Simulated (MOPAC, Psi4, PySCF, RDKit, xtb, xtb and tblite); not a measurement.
Two geometries of SMILES C=Cc1ccc(OC)cc1, relaxed at GFN2-xTB with one dihedral held; other torsions can differ between them too.

Structure A

```
20

C      3.7711     0.4919    -0.6896
C      2.7704    -0.3610    -0.5038
C      1.3700    -0.0308    -0.2736
C      0.9022     1.2795    -0.1651
C     -0.4336     1.5457     0.0525
C     -1.3502     0.5030     0.1533
O     -2.6786     0.7113     0.4477
C     -3.3965     1.5210    -0.4568
C     -0.8958    -0.8088     0.0661
C      0.4426    -1.0667    -0.1448
H      3.6369     1.5599    -0.6883
H      4.7772     0.1457    -0.8532
H      2.9810    -1.4237    -0.5227
H      1.5928     2.1052    -0.2378
H     -0.7691     2.5683     0.1456
H     -4.4232     1.5366    -0.0951
H     -3.3720     1.0983    -1.4671
H     -3.0132     2.5458    -0.4916
H     -1.6069    -1.6137     0.1722
H      0.7802    -2.0911    -0.2155
```

Structure B

```
20

C      3.7571     0.4987    -0.6811
C      2.7547    -0.3564    -0.5167
C      1.3555    -0.0288    -0.2726
C      0.8889     1.2812    -0.1504
C     -0.4458     1.5424     0.0795
C     -1.3564     0.4962     0.1878
O     -2.6859     0.7346     0.4787
C     -3.4389     1.2527    -0.5953
C     -0.9066    -0.8138     0.0788
C      0.4311    -1.0674    -0.1473
H      3.6264     1.5666    -0.6480
H      4.7617     0.1543    -0.8576
H      2.9623    -1.4187    -0.5652
H      1.5781     2.1077    -0.2270
H     -0.7920     2.5605     0.1833
H     -4.4398     1.4322    -0.2067
H     -3.4914     0.5347    -1.4221
H     -3.0200     2.1927    -0.9709
H     -1.6147    -1.6221     0.1815
H      0.7701    -2.0905    -0.2312
```

Which is lower in energy at the level PBE0-D3(BJ)/def2-SVP // GFN2-xTB (Psi4), and by how much?

A is lower, by 0.42 kcal/mol (dihedral C5–C6–O7–C8: 60° in A, 75° in B).

E(B) − E(A) in kcal/mol at the other levels, on the same two geometries: GFN2-xTB (xtb and tblite) 0.71; MMFF94 // GFN2-xTB (RDKit) 0.30; PBE0/def2-SVP // GFN2-xTB (Psi4) 0.44; PBE/def2-SVP // GFN2-xTB (Psi4) 0.62; PBE-D3(BJ)/def2-SVP // GFN2-xTB (Psi4) 0.60; UFF // GFN2-xTB (RDKit) 1.39; PM3, restricted, heats of formation // GFN2-xTB (MOPAC) 0.08; AM1, restricted, heats of formation // GFN2-xTB (MOPAC) 0.15; GFN1-xTB // GFN2-xTB (xtb) 0.58; restricted B3LYP/6-31G*, spherical d, density fitting // GFN2-xTB (PySCF) 0.32.
